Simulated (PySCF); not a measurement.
Question: Give a PBE0-D3(BJ)/def2-SVP geometry of `C=N[Si@H](Br)C[SiH3]`.

Answer: 
```
atom  x, y, z in Å
C1     2.1103    1.3469   -0.6383
N2     1.5801    0.5083    0.1397
Si3    0.7831   -0.9867   -0.2509
Br4    0.7528   -1.3523   -2.4742
C5    -0.9657   -0.9090    0.3797
Si6   -2.1006    0.3504   -0.4506
H7     2.1422    1.2310   -1.7421
H8     2.5786    2.2641   -0.2364
H9     1.5706   -2.0898    0.3593
H10   -0.8997   -0.6692    1.4558
H11   -1.4214   -1.9099    0.2934
H12   -2.3924   -0.0531   -1.8569
H13   -1.4596    1.7003   -0.4557
H14   -3.3897    0.4389    0.3016
```

Any rigid rotation of these coordinates is as good. Atoms count from 1 in this order. Si3 (SiH silicon) is tetrahedral (angles from 107.0° to 112.9°). The 2 C–Si bonds span 1.861 Å (Si3–C5, drawn single) to 1.888 Å (C5–Si6, drawn single), a spread of 0.027 Å. Si6 (SiH3 silicon) is tetrahedral (angles from 108.5° to 110.6°). Of the pairs four or more bonds apart, Br4···H7 is among the closest relative to their van der Waals radii: 3.02 Å, 99 % of the sum of Bondi's values.

Bonds between heavy atoms (Å): C1=N2 1.261, N2–Si3 1.739, Si3–Br4 2.253, Si3–C5 1.861, C5–Si6 1.888.

Computed, not measured: PySCF, PBE0-D3(BJ)/def2-SVP geometry optimisation, gas phase.

Point group: C1 (no symmetry element, even within 0.4 Å). PBE0-D3(BJ)/def2-SVP frequencies: not computed here. The numbers are those of one conformer (C1–N2–Si3–Br4 0°, N2–Si3–C5–Si6 66°).
